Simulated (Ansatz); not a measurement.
Molecule: C₂H₆FSi (charge 0, doublet). It need not be the lowest isomer of its formula. SMILES: [CH2][SiH](C)F
Geometry from a B3LYP-D3(BJ)/def2-TZVP (Ansatz, an electronic-structure program) optimisation:
```xyz
10

Si    -0.0338     0.0128    -0.3497
C      1.4818    -0.9661    -0.0131
C     -1.4939    -0.5981     0.6290
F      0.2623     1.5495     0.0404
H     -0.3515     0.0176    -1.7993
H      2.4785    -0.5430    -0.0731
H      1.4548    -2.0243     0.2244
H     -2.3810     0.0025     0.4196
H     -1.7188    -1.6345     0.3643
H     -1.2961    -0.5574     1.7016
```
Charge 0, spin multiplicity 2.

Computed values are from Ansatz. Valence correlation only, unless marked. UHF or UKS for open shells. No spin-orbit coupling. Non-relativistic. CBS(X,Y): correlation extrapolated as X^-3; Hartree-Fock from the larger set. The bracket is a focal-point correction in the basis named.

```
Property                                                                                        Result
---------------------  -------------------------------------------------------------------------------
atomisation energy De  887.1 kcal/mol at RI-MP2/CBS(cc-pV(T+d)Z,cc-pV(Q+d)Z)+[CCSD(T)-MP2]/cc-pV(T+d)Z
total energy             -468.6037 Eh at RI-MP2/CBS(cc-pV(T+d)Z,cc-pV(Q+d)Z)+[CCSD(T)-MP2]/cc-pV(T+d)Z
dipole moment                                                        1.85 D at CCSD(T)/aug-cc-pV(D+d)Z
T1 diagnostic                                                                0.011 at CCSD/cc-pV(T+d)Z
```
